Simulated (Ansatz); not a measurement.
`F[CH2][GeH2][Br]` + H–F → `[F][GeH2][Br]` + `CF` at 500 K and 1 bar (ligand exchange at a Ge–C bond).

Program: Ansatz. Geometries: PBE0-D4/def2-TZVP. ΔE: electronic, gas phase. CCSD(T)/CBS adds triple-zeta CCSD(T) − MP2 to the extrapolated MP2 energy (def2 sets, frozen cores). This one scheme is used for every species. For Br, Ge outer-core shells are correlated without core-valence functions, which leaves a few kJ/mol of doubt a bond. Scalar relativity is left out up to krypton. One conformer a species, not always the lowest.

| species | CCSD(T)/CBS energy (Eh) | H − E (kJ/mol) | S (J/(mol·K)) |
| --- | --- | --- | --- |
| `F[CH2][GeH2][Br]` | -4789.70402 | 161.8 | 401.3 |
| H–F | -100.39570 | 39.4 | 188.7 |
| `[F][GeH2][Br]` | -4750.49448 | 79.3 | 344.4 |
| `CF` | -139.63461 | 122.2 | 244.8 |

H − E and S are ideal-gas, rigid-rotor, harmonic terms from PBE0-D4/def2-TZVP, for one conformer and one mirror image of each species. 1 Eh = 2625.50 kJ/mol, R = 8.31446 J/(mol·K).

By hand: ΔE, ΔH, ΔS and ΔG.

ΔE = (-4750.49448) + (-139.63461) − (-4789.70402) − (-100.39570) = -0.02937 Eh = -77.1 kJ/mol. Δ(H − E) = 79.3 + 122.2 − 161.8 − 39.4 = 0.3, so ΔH = -76.8 kJ/mol. ΔS = 344.4 + 244.8 − 401.3 − 188.7 = -0.8 J/(mol·K). ΔG = -76.8 − 500 × (-0.8)/1000 = -76.4 kJ/mol.

By hand: the equilibrium constant, and the temperature at which ΔG would vanish if ΔH and ΔS stayed fixed.

log₁₀ K = −ΔG/(RT ln 10) = 8.0. ΔG = 0 at ΔH/ΔS = 96000 K, far beyond where these terms or the molecules hold.

The number of gas molecules stays the same, so ΔS is small and ΔH decides. A doubt of 5 kJ/mol in ΔE shifts log₁₀ K by 0.5 here. Other conformers and mirror images would add mixing entropy, several J/(mol·K) or more a flexible species. These are equilibria of isolated gas molecules and say nothing of rates. Largest T1 diagnostic: 0.010 (customary marks: 0.02 for closed shells, 0.045 for open ones).
